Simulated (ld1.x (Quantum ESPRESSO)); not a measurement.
## PW91 PAW dataset for Zr, scalar-relativistic all-electron reference.

- Element: Zr (Z = 40)
- Generator: ld1.x (Quantum ESPRESSO) 7.5
- Type: PAW
- Functional: PW91
- Relativity: scalar-relativistic
- Frozen core: [Kr]
- Valence charge: 4
- Reference configuration: 4d2 5s1.75 5p0 (charge +0.25)
- Partial waves: 5s (bound): rcut 2.75, rcutus 3.65 bohr; 5s channel at -0.05 Ry: rcut 2.75, rcutus 3.65 bohr; 5p (bound, empty): rcut 2.90, rcutus 3.15 bohr; 5p channel at 3 Ry: rcut 2.90, rcutus 3.15 bohr; 4d (bound): rcut 2.75, rcutus 2.90 bohr; 4d channel at 0.2 Ry: rcut 2.75, rcutus 2.90 bohr
- Local potential: all-electron potential smoothed inside 2.65 bohr (lloc = -2)
- Core correction: a·sin(br)/r model core inside 2.35 bohr
- Augmentation charge: BESSEL, radius 2.40 bohr

All-electron outer shells of the reference configuration (PW91, scalar-relativistic, ld1.x):

| shell | level (eV) | outermost node (bohr) | outermost maximum (bohr) |
| --- | --- | --- | --- |
| 4s | -56.11 | 0.55 | 1.08 |
| 4p | -34.06 | 0.56 | 1.17 |
| 5s | -5.80 | 1.47 | 3.11 |
| 4d | -5.14 | 0.58 | 1.59 |
| 5p | -2.63 | 1.69 | 4.00 |

Question: Does the generator finish with these settings?

Answer: Yes, a potential is produced and its reference levels are reproduced.

Question: Estimate the cutoffs (Ry, on a coarse ladder) from which the occupation-weighted sum of valence levels, in a spherical-Bessel basis at the reference potential, stays within 10 and 1 mRy of its value at 400 Ry.

Answer: 10 Ry and 12 Ry.

Question: What does a ghost test show?

Answer: No extra level below or beside the all-electron valence levels (s, p, d, f tested).

Question: Is the overlap operator S = 1 + Σ q|β⟩⟨β| positive definite (Bessel basis up to 400 Ry)?

Answer: Yes: its lowest eigenvalue is 0.37 (s channel).

Question: Which valence shell sets the plane-wave cutoff?

Answer: 4d: its level needs 12 Ry to come within 1 mRy, against 6 Ry for 5s.

Its largest configuration-test error is -21 meV (4d2 5s0 5p0). Test run stopped at test 5 of 7 (negative rho).
